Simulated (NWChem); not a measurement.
AlAsH₃F; SMILES [F][AlH][AsH2]

```xyz
6

Al    -0.5579     1.2197    -0.0140
As     0.0988    -1.1095    -0.0473
H     -1.0138    -1.4387     0.9452
H      1.1179    -0.8471     1.0570
F      0.6585     2.3634    -0.0217
H     -2.0399     1.7727    -0.0637
```
Atoms are numbered in this order, from 1.

All runs: NWChem. Pople sets run with spherical d functions. Medium grid unless said otherwise, to which SCAN and Minnesota functionals are sensitive. Coordinates come from a PBE0/def2-SVP optimisation.

Task: Order these by “orbital gap (eV)”, lowest first: PBE0/6-31G*; MPW1K/6-31G*; N12/6-31G*; LRC-wPBEh/6-31G*.

Result: N12/6-31G* (4.42), PBE0/6-31G* (6.22), MPW1K/6-31G* (7.53), LRC-wPBEh/6-31G* (9.59)
